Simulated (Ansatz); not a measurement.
Ti(Cl)2(OH)2 (Cl2H2O2Ti), SMILES [OH][Ti]([OH])([Cl])[Cl], multiplicity 1.

The structure is a stationary point at ωB97X-D3(BJ)/def2-SVP. A frequency run showed that this geometry is not a minimum. The spin state was assumed, not searched. The structure was generated by enumeration; whether it is a known compound was not checked. Other conformers were not sampled.

Two levels are set side by side: PBE/def2-SVPD (Ansatz, a program for electronic structure) and CAM-B3LYP/def2-SVPD (Ansatz). Energy differences of separate SCF runs at the same geometry; the states with an electron removed or added have multiplicity 2 and 2. Differences are taken from unrounded values.

| quantity | PBE |
|---|---|
| vertical ionisation energy (eV) | 10.49 |
| vertical electron affinity (eV) | 0.41 |
| vertical singlet–triplet gap (eV) | 4.55 |

**Question.** These are the PBE values. What does CAM-B3LYP give? (The exact figures need the calculation; the answer reports its results.)

**Answer.** 
```tsv
quantity	CAM-B3LYP	PBE minus CAM-B3LYP
vertical ionisation energy (eV)	11.16	-0.67
vertical electron affinity (eV)	1.21	-0.80
vertical singlet–triplet gap (eV)	4.46	0.09
```
